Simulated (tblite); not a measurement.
Species: C10H16.
SMILES with atom numbers: `[CH2:1]=[C:2]=[CH:3][C:4]([CH3:5])([CH3:6])[CH2:7][CH:8]1[CH2:9][CH2:10]1` (hydrogens: H11, H12 on C1; H13 on C3; H14, H15, H16 on C5; H17, H18, H19 on C6; H20, H21 on C7; H22 on C8; H23, H24 on C9; H25, H26 on C10)

Computed with GFN2-xTB (tblite), gas phase: L-BFGS steps from a force-field or distance-geometry start until the largest atomic force falls under 0.01 eV/Å.

Step 55: E = -802.3496 eV
```
atom  x, y, z in Å  |  force x, y, z in eV/Å
C1     -2.6770    2.1123    0.2436    0.006   0.004  -0.034
C2     -2.1062    0.9901    0.5454    0.000  -0.029   0.007
C3     -1.5334   -0.1318    0.8496    0.003  -0.003  -0.016
C4     -0.5929   -0.9120   -0.0419    0.030   0.014   0.004
C5     -0.6416   -0.4116   -1.4841   -0.012   0.020  -0.002
C6     -1.0056   -2.3860    0.0018    0.000   0.001  -0.005
C7      0.8372   -0.7772    0.5211    0.030   0.009   0.014
C8      1.3351    0.6497    0.5550    0.014  -0.004   0.008
C9      2.7661    0.9299    0.9076   -0.026  -0.014   0.020
C10     2.2813    1.1500   -0.4931    0.005   0.006   0.001
H11    -2.1981    3.0615    0.4291   -0.018  -0.004   0.024
H12    -3.6554    2.1513   -0.2087    0.004   0.001  -0.014
H13    -1.6971   -0.5679    1.8283    0.009   0.035  -0.001
H14    -0.3508    0.6329   -1.5380   -0.009   0.024   0.006
H15     0.0341   -0.9915   -2.1098    0.000  -0.001   0.023
H16    -1.6485   -0.5101   -1.8816   -0.027   0.009  -0.010
H17    -2.0288   -2.5006   -0.3482   -0.024  -0.014  -0.003
H18    -0.3557   -2.9802   -0.6363    0.013  -0.022   0.003
H19    -0.9415   -2.7724    1.0170   -0.007  -0.028  -0.004
H20     1.5132   -1.3804   -0.0894    0.003  -0.018   0.021
H21     0.8528   -1.1853    1.5367   -0.006   0.005   0.008
H22     0.5980    1.3529    0.9263    0.027  -0.009  -0.006
H23     2.9881    1.7904    1.5213    0.001  -0.010  -0.018
H24     3.4176    0.0886    1.0929   -0.006   0.007  -0.012
H25     2.6149    0.4573   -1.2512   -0.020   0.008  -0.015
H26     2.1732    2.1628   -0.8501    0.012   0.015  -0.002
```

Step 56: E = -802.3501 eV
```
atom  x, y, z in Å  |  force x, y, z in eV/Å
C1     -2.6820    2.1113    0.2431    0.001   0.016  -0.049
C2     -2.1103    0.9893    0.5431    0.014  -0.032   0.016
C3     -1.5349   -0.1308    0.8485    0.003  -0.006  -0.016
C4     -0.5928   -0.9101   -0.0417    0.037  -0.004   0.018
C5     -0.6379   -0.4093   -1.4835   -0.013   0.020   0.008
C6     -1.0052   -2.3840    0.0008   -0.006  -0.020  -0.001
C7      0.8357   -0.7769    0.5255    0.046   0.012   0.014
C8      1.3370    0.6488    0.5570    0.015  -0.001   0.024
C9      2.7700    0.9272    0.9035   -0.027  -0.019   0.033
C10     2.2800    1.1490   -0.4941   -0.019   0.001  -0.010
H11    -2.2037    3.0611    0.4270   -0.019  -0.008   0.029
H12    -3.6597    2.1489   -0.2105   -0.004   0.005  -0.015
H13    -1.6986   -0.5667    1.8272    0.008   0.034   0.002
H14    -0.3523    0.6367   -1.5328   -0.008   0.030  -0.007
H15     0.0430   -0.9848   -2.1077    0.001   0.000   0.026
H16    -1.6429   -0.5128   -1.8842   -0.032   0.014  -0.016
H17    -2.0292   -2.4987   -0.3461   -0.027  -0.013  -0.012
H18    -0.3567   -2.9785   -0.6387    0.012  -0.015  -0.006
H19    -0.9390   -2.7733    1.0146   -0.006  -0.019   0.005
H20     1.5123   -1.3825   -0.0816    0.006  -0.024   0.016
H21     0.8480   -1.1833    1.5421   -0.008   0.013  -0.001
H22     0.6033    1.3526    0.9333    0.021  -0.003  -0.008
H23     2.9954    1.7862    1.5174    0.002   0.001  -0.013
H24     3.4215    0.0856    1.0853    0.002  -0.007  -0.010
H25     2.6073    0.4560   -1.2542   -0.009   0.002  -0.023
H26     2.1707    2.1616   -0.8503    0.013   0.024  -0.004
```

Step 57: E = -802.3508 eV
```
atom  x, y, z in Å  |  force x, y, z in eV/Å
C1     -2.6880    2.1092    0.2404   -0.003   0.023  -0.061
C2     -2.1160    0.9877    0.5409    0.028  -0.025   0.019
C3     -1.5371   -0.1300    0.8478    0.004  -0.007  -0.011
C4     -0.5922   -0.9075   -0.0406    0.030  -0.028   0.029
C5     -0.6343   -0.4048   -1.4817   -0.012   0.017   0.020
C6     -1.0037   -2.3818   -0.0009   -0.011  -0.043   0.004
C7      0.8341   -0.7757    0.5318    0.049   0.006   0.008
C8      1.3396    0.6482    0.5604    0.014   0.002   0.035
C9      2.7749    0.9226    0.8985   -0.018  -0.017   0.030
C10     2.2780    1.1474   -0.4957   -0.045  -0.006  -0.016
H11    -2.2108    3.0599    0.4227   -0.020  -0.012   0.033
H12    -3.6645    2.1448   -0.2156   -0.014   0.009  -0.015
H13    -1.7009   -0.5654    1.8266    0.008   0.028   0.007
H14    -0.3553    0.6432   -1.5248   -0.009   0.031  -0.024
H15     0.0527   -0.9747   -2.1043    0.000   0.004   0.027
H16    -1.6373   -0.5145   -1.8859   -0.028   0.020  -0.018
H17    -2.0289   -2.4972   -0.3448   -0.019  -0.009  -0.021
H18    -0.3556   -2.9756   -0.6415    0.006  -0.005  -0.015
H19    -0.9356   -2.7755    1.0111   -0.005  -0.006   0.015
H20     1.5109   -1.3847   -0.0711    0.015  -0.029   0.010
H21     0.8418   -1.1801    1.5496   -0.008   0.022  -0.008
H22     0.6108    1.3531    0.9430    0.007   0.009  -0.008
H23     3.0063    1.7800    1.5117    0.004   0.015  -0.004
H24     3.4258    0.0802    1.0750    0.012  -0.026  -0.005
H25     2.5960    0.4535   -1.2585    0.003   0.000  -0.027
H26     2.1683    2.1602   -0.8508    0.014   0.028  -0.004
```

Step 58: E = -802.3517 eV
```
atom  x, y, z in Å  |  force x, y, z in eV/Å
C1     -2.6945    2.1057    0.2344   -0.004   0.017  -0.064
C2     -2.1231    0.9851    0.5389    0.039  -0.009   0.013
C3     -1.5402   -0.1298    0.8481    0.006  -0.006   0.000
C4     -0.5912   -0.9044   -0.0381    0.009  -0.048   0.030
C5     -0.6317   -0.3976   -1.4779   -0.008   0.010   0.031
C6     -1.0009   -2.3797   -0.0031   -0.013  -0.056   0.009
C7      0.8328   -0.7735    0.5400    0.033  -0.008  -0.002
C8      1.3427    0.6483    0.5653    0.004   0.002   0.036
C9      2.7807    0.9161    0.8927    0.008  -0.007   0.012
C10     2.2748    1.1449   -0.4978   -0.059  -0.012  -0.019
H11    -2.2188    3.0574    0.4157   -0.020  -0.015   0.036
H12    -3.6691    2.1387   -0.2254   -0.022   0.014  -0.016
H13    -1.7043   -0.5640    1.8269    0.006   0.018   0.016
H14    -0.3603    0.6528   -1.5138   -0.012   0.023  -0.039
H15     0.0618   -0.9608   -2.0996   -0.002   0.011   0.025
H16    -1.6329   -0.5141   -1.8854   -0.015   0.027  -0.017
H17    -2.0268   -2.4965   -0.3454   -0.004  -0.004  -0.029
H18    -0.3513   -2.9712   -0.6448   -0.005   0.004  -0.025
H19    -0.9314   -2.7791    1.0066   -0.004   0.010   0.024
H20     1.5092   -1.3869   -0.0582    0.027  -0.032   0.004
H21     0.8346   -1.1753    1.5589   -0.004   0.028  -0.009
H22     0.6202    1.3550    0.9550   -0.010   0.020  -0.005
H23     3.0212    1.7717    1.5043    0.005   0.025   0.003
H24     3.4299    0.0714    1.0620    0.020  -0.038   0.001
H25     2.5807    0.4496   -1.2644    0.013   0.006  -0.020
H26     2.1667    2.1586   -0.8516    0.014   0.020   0.003
```

Q: Estimate the geometry and energy of step 59. (The exact step hangs on the optimiser's Hessian estimate; all steps are aligned on step 58, rigid shifts and turns removed.)

A: E = -802.3527 eV, largest force 0.057 eV/Å
```
atom  x, y, z in Å  |  force x, y, z in eV/Å
C1     -2.7009    2.1013    0.2255    0.001  -0.004  -0.055
C2     -2.1302    0.9818    0.5373    0.040   0.017  -0.002
C3     -1.5435   -0.1301    0.8491    0.006  -0.003   0.016
C4     -0.5898   -0.9016   -0.0344   -0.018  -0.050   0.021
C5     -0.6302   -0.3887   -1.4724   -0.005  -0.001   0.033
C6     -0.9971   -2.3785   -0.0056   -0.011  -0.051   0.009
C7      0.8320   -0.7708    0.5489    0.004  -0.024  -0.013
C8      1.3458    0.6489    0.5713   -0.003   0.000   0.022
C9      2.7870    0.9085    0.8867    0.033   0.004  -0.020
C10     2.2705    1.1419   -0.5002   -0.053  -0.013  -0.007
H11    -2.2269    3.0538    0.4074   -0.022  -0.015   0.034
H12    -3.6734    2.1317   -0.2385   -0.024   0.017  -0.014
H13    -1.7082   -0.5626    1.8282    0.004   0.005   0.026
H14    -0.3669    0.6643   -1.5015   -0.014   0.006  -0.047
H15     0.0691   -0.9446   -2.0942   -0.005   0.019   0.022
H16    -1.6302   -0.5115   -1.8827    0.006   0.032  -0.010
H17    -2.0232   -2.4963   -0.3482    0.014  -0.002  -0.031
H18    -0.3446   -2.9659   -0.6484   -0.018   0.010  -0.030
H19    -0.9270   -2.7834    1.0020   -0.006   0.021   0.029
H20     1.5079   -1.3892   -0.0444    0.038  -0.028   0.003
H21     0.8273   -1.1692    1.5690    0.003   0.028  -0.004
H22     0.6301    1.3582    0.9676   -0.023   0.025   0.001
H23     3.0382    1.7625    1.4962    0.006   0.024   0.003
H24     3.4334    0.0601    1.0479    0.019  -0.036   0.007
H25     2.5638    0.4450   -1.2710    0.017   0.017  -0.005
H26     2.1658    2.1570   -0.8526    0.011   0.004   0.012
```

The energy changes by -0.0010 eV. The first-order estimate −F·Δx gives -0.0014 eV and the mean of the old and new forces, exact on a quadratic surface, -0.0010 eV. The step makes an angle of 83° with the force vector and moves no atom by more than 0.021 Å.

The cost below is that of the whole relaxation. On one thread of an Arm Neoverse V1, no GPU, on a shared host, this took 1.3 s.
